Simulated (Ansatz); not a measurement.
This singlet lies 1.00 eV below the relaxed triplet at the level B3LYP/cc-pVTZ // PBE0-D3(BJ)/def2-TZVP (Ansatz, a program for electronic structure).

Level of theory: PBE0-D3(BJ)/def2-TZVP run with Ansatz. No frequencies were computed at this level.

Ansatz 0.2 input:
```yaml
crystal:
  periodic: [false, false, false]
  atoms:
    - { symbol: C, position_ang: [-1.053121, -0.147039, 0.271223] }
    - { symbol: C, position_ang: [0.071827, 0.4301, -0.132151] }
    - { symbol: Si, position_ang: [1.794974, -0.00281, 0.495781] }
    - { symbol: H, position_ang: [-1.045384, -0.981606, 0.956685] }
    - { symbol: H, position_ang: [-2.02941, 0.162931, -0.071035] }
    - { symbol: H, position_ang: [-0.010784, 1.279429, -0.80767] }
    - { symbol: H, position_ang: [2.271897, -0.741005, -0.712832] }
basis:
  gaussian: { orbitals: def2-tzvp }
hamiltonian:
  xc: pbe0
  dispersion: d3bj
relax:
  max_steps: 150
```

Output:

```
Functional definition: PBE0
804 factors; their error is unknown
mean field evaluation 1: about -9999.8858 eV, gradient 5.9e1 eV
mean field evaluation 2: about -9956.7656 eV, gradient 1.1e2 eV
mean field evaluation 4: about -10008.7464 eV, gradient 7.0e0 eV
mean field evaluation 8: about -10008.8673 eV, gradient 1.2e-1 eV
mean field evaluation 16: about -10008.8953 eV, gradient 2.3e-4 eV
mean field -10008.89527860 eV, -367.8201172158 hartree, gradient 1.4e-5 eV, S^2 0.000000; 0 other end points of the search recorded, 0 dependent functions left out
reference -10008.89530536 eV, -367.8201181990 hartree; 15, 15 occupied and 108, 108 virtual orbitals, 804 factors
relax step   1: F+E_penalty+E_count = -10009.00950425 eV  Δ(F+E_penalty+E_count) = +0.000e0 eV  max|allowed force component| = 5.652e-1 eV/Å  Δτ_max = 0.0000 Å  (30 SCF iters, accepted)
these checks for a lower state are left out or cut short: starts, cluster_reference, orbital_swaps, neighbouring_geometries, increment
804 factors; their error is unknown
mean field -10008.94114079 eV, -367.8218026200 hartree, gradient 1.2e-5 eV, S^2 0.000000; 0 other end points of the search recorded, 0 dependent functions left out
reference -10008.94116748 eV, -367.8218036009 hartree; 15, 15 occupied and 108, 108 virtual orbitals, 804 factors
relax step   2: F+E_penalty+E_count = -10009.05548981 eV  Δ(F+E_penalty+E_count) = -4.599e-2 eV  max|allowed force component| = 1.473e-1 eV/Å  Δτ_max = 0.1026 Å  (32 SCF iters, accepted)
these checks for a lower state are left out or cut short: starts, cluster_reference, orbital_swaps, neighbouring_geometries, increment
804 factors; their error is unknown
mean field evaluation 32: about -10008.9790 eV, gradient 3.3e-3 eV
mean field -10008.97898433 eV, -367.8231933444 hartree, gradient 2.0e-5 eV, S^2 0.000000; 0 other end points of the search recorded, 0 dependent functions left out
reference -10008.97901120 eV, -367.8231943319 hartree; 15, 15 occupied and 108, 108 virtual orbitals, 804 factors
relax step   3: F+E_penalty+E_count = -10009.09323401 eV  Δ(F+E_penalty+E_count) = -3.774e-2 eV  max|allowed force component| = 6.493e-1 eV/Å  Δτ_max = 0.1952 Å  (34 SCF iters, accepted)
these checks for a lower state are left out or cut short: starts, cluster_reference, orbital_swaps, neighbouring_geometries, increment
804 factors; their error is unknown
mean field -10009.03864829 eV, -367.8253859544 hartree, gradient 1.9e-5 eV, S^2 0.000000; 0 other end points of the search recorded, 0 dependent functions left out
reference -10009.03867522 eV, -367.8253869443 hartree; 15, 15 occupied and 108, 108 virtual orbitals, 804 factors
relax step   4: F+E_penalty+E_count = -10009.15289323 eV  Δ(F+E_penalty+E_count) = -5.966e-2 eV  max|allowed force component| = 6.387e-1 eV/Å  Δτ_max = 0.1937 Å  (35 SCF iters, accepted)
these checks for a lower state are left out or cut short: starts, cluster_reference, orbital_swaps, neighbouring_geometries, increment
804 factors; their error is unknown
mean field -10009.09642237 eV, -367.8275091128 hartree, gradient 2.0e-5 eV, S^2 0.000000; 0 other end points of the search recorded, 0 dependent functions left out
reference -10009.09644902 eV, -367.8275100924 hartree; 15, 15 occupied and 108, 108 virtual orbitals, 804 factors
relax step   5: F+E_penalty+E_count = -10009.21158842 eV  Δ(F+E_penalty+E_count) = -5.870e-2 eV  max|allowed force component| = 5.473e-1 eV/Å  Δτ_max = 0.2000 Å  (34 SCF iters, accepted)
these checks for a lower state are left out or cut short: starts, cluster_reference, orbital_swaps, neighbouring_geometries, increment
804 factors; their error is unknown
mean field -10009.12655158 eV, -367.8286163409 hartree, gradient 2.1e-5 eV, S^2 0.000000; 0 other end points of the search recorded, 0 dependent functions left out
reference -10009.12657851 eV, -367.8286173306 hartree; 15, 15 occupied and 108, 108 virtual orbitals, 804 factors
relax step   6: F+E_penalty+E_count = -10009.24131915 eV  Δ(F+E_penalty+E_count) = -2.973e-2 eV  max|allowed force component| = 2.484e-1 eV/Å  Δτ_max = 0.1998 Å  (35 SCF iters, accepted)
these checks for a lower state are left out or cut short: starts, cluster_reference, orbital_swaps, neighbouring_geometries, increment
804 factors; their error is unknown
mean field evaluation 64: about -10009.1316 eV, gradient 2.1e-5 eV
mean field -10009.13164695 eV, -367.8288035921 hartree, gradient 2.1e-5 eV, S^2 0.000000; 0 other end points of the search recorded, 0 dependent functions left out
reference -10009.13167383 eV, -367.8288045801 hartree; 15, 15 occupied and 108, 108 virtual orbitals, 804 factors
relax step   7: F+E_penalty+E_count = -10009.24661830 eV  Δ(F+E_penalty+E_count) = -5.299e-3 eV  max|allowed force component| = 1.656e-1 eV/Å  Δτ_max = 0.0681 Å  (31 SCF iters, accepted)
these checks for a lower state are left out or cut short: starts, cluster_reference, orbital_swaps, neighbouring_geometries, increment
804 factors; their error is unknown
mean field -10009.13653556 eV, -367.8289832455 hartree, gradient 2.2e-5 eV, S^2 0.000000; 0 other end points of the search recorded, 0 dependent functions left out
reference -10009.13656244 eV, -367.8289842332 hartree; 15, 15 occupied and 108, 108 virtual orbitals, 804 factors
relax step   8: F+E_penalty+E_count = -10009.25134685 eV  Δ(F+E_penalty+E_count) = -4.729e-3 eV  max|allowed force component| = 2.321e-2 eV/Å  Δτ_max = 0.0531 Å  (30 SCF iters, accepted)
these checks for a lower state are left out or cut short: starts, cluster_reference, orbital_swaps, neighbouring_geometries, increment
804 factors; their error is unknown
mean field -10009.13850704 eV, -367.8290556961 hartree, gradient 1.9e-5 eV, S^2 0.000000; 0 other end points of the search recorded, 0 dependent functions left out
reference -10009.13853384 eV, -367.8290566809 hartree; 15, 15 occupied and 108, 108 virtual orbitals, 804 factors
relax step   9: F+E_penalty+E_count = -10009.25316265 eV  Δ(F+E_penalty+E_count) = -1.816e-3 eV  max|allowed force component| = 1.226e-1 eV/Å  Δτ_max = 0.0629 Å  (32 SCF iters, accepted)
these checks for a lower state are left out or cut short: starts, cluster_reference, orbital_swaps, neighbouring_geometries, increment
804 factors; their error is unknown
mean field -10009.13922960 eV, -367.8290822497 hartree, gradient 1.5e-5 eV, S^2 0.000000; 0 other end points of the search recorded, 0 dependent functions left out
reference -10009.13925634 eV, -367.8290832321 hartree; 15, 15 occupied and 108, 108 virtual orbitals, 804 factors
relax step  10: F+E_penalty+E_count = -10009.25380051 eV  Δ(F+E_penalty+E_count) = -6.379e-4 eV  max|allowed force component| = 1.016e-1 eV/Å  Δτ_max = 0.0441 Å  (32 SCF iters, accepted)
these checks for a lower state are left out or cut short: starts, cluster_reference, orbital_swaps, neighbouring_geometries, increment
804 factors; their error is unknown
mean field -10009.13944883 eV, -367.8290903060 hartree, gradient 2.4e-5 eV, S^2 0.000000; 0 other end points of the search recorded, 0 dependent functions left out
reference -10009.13947553 eV, -367.8290912873 hartree; 15, 15 occupied and 108, 108 virtual orbitals, 804 factors
relax step  11: F+E_penalty+E_count = -10009.25403091 eV  Δ(F+E_penalty+E_count) = -2.304e-4 eV  max|allowed force component| = 7.030e-2 eV/Å  Δτ_max = 0.0231 Å  (32 SCF iters, accepted)
these checks for a lower state are left out or cut short: starts, cluster_reference, orbital_swaps, neighbouring_geometries, increment
804 factors; their error is unknown
mean field evaluation 96: about -10009.1396 eV, gradient 3.4e-1 eV
mean field -10009.13976204 eV, -367.8291018163 hartree, gradient 2.2e-5 eV, S^2 0.000000; 0 other end points of the search recorded, 0 dependent functions left out
reference -10009.13978872 eV, -367.8291027967 hartree; 15, 15 occupied and 108, 108 virtual orbitals, 804 factors
relax step  12: F+E_penalty+E_count = -10009.25436985 eV  Δ(F+E_penalty+E_count) = -3.389e-4 eV  max|allowed force component| = 1.373e-2 eV/Å  Δτ_max = 0.0167 Å  (32 SCF iters, accepted)
these checks for a lower state are left out or cut short: starts, cluster_reference, orbital_swaps, neighbouring_geometries, increment
804 factors; their error is unknown
mean field -10009.13978892 eV, -367.8291028041 hartree, gradient 2.1e-5 eV, S^2 0.000000; 0 other end points of the search recorded, 0 dependent functions left out
reference -10009.13981559 eV, -367.8291037844 hartree; 15, 15 occupied and 108, 108 virtual orbitals, 804 factors
relax step  13: F+E_penalty+E_count = -10009.25440358 eV  Δ(F+E_penalty+E_count) = -3.374e-5 eV  max|allowed force component| = 7.037e-3 eV/Å  Δτ_max = 0.0101 Å  (31 SCF iters, accepted)
these checks for a lower state are left out or cut short: starts, cluster_reference, orbital_swaps, neighbouring_geometries, increment
804 factors; their error is unknown
mean field -10009.13981021 eV, -367.8291035866 hartree, gradient 2.2e-5 eV, S^2 0.000000; 0 other end points of the search recorded, 0 dependent functions left out
reference -10009.13983688 eV, -367.8291045666 hartree; 15, 15 occupied and 108, 108 virtual orbitals, 804 factors
relax step  14: F+E_penalty+E_count = -10009.25441787 eV  Δ(F+E_penalty+E_count) = -1.429e-5 eV  max|allowed force component| = 8.236e-3 eV/Å  Δτ_max = 0.0127 Å  (30 SCF iters, accepted)
804 factors; their error is unknown
mean field evaluation 128: about -10009.1143 eV, gradient 1.8e-1 eV
mean field -10009.13981021 eV, -367.8291035866 hartree, gradient 2.1e-5 eV, S^2 0.000000; 1 other end points of the search recorded, 0 dependent functions left out
reference -10009.13983688 eV, -367.8291045666 hartree; 15, 15 occupied and 108, 108 virtual orbitals, 804 factors
Total energy: -10009.25444454 eV, -367.8333163204 hartree
Atom 0 at    -1.096484    -0.091733     0.342812 Å, force     0.001500    -0.006374     0.003191 eV/Å
Atom 1 at     0.059283     0.213703    -0.262137 Å, force    -0.007671     0.008237    -0.002963 eV/Å
Atom 2 at     1.605330    -0.621561     0.384372 Å, force     0.006311    -0.002418     0.001487 eV/Å
Atom 3 at    -1.121430    -0.795690     1.172821 Å, force    -0.000568     0.001499    -0.002280 eV/Å
Atom 4 at    -2.053360     0.333937     0.047837 Å, force     0.001194     0.001283     0.000821 eV/Å
Atom 5 at     0.032446     0.923444    -1.086898 Å, force     0.003026    -0.001674    -0.001730 eV/Å
Atom 6 at     2.574214     0.037901    -0.598806 Å, force    -0.003791    -0.000553     0.001474 eV/Å
Dipole moment:    -0.308569     0.129630    -0.085663 e Å
```

Cost: roughly 30 core-seconds.
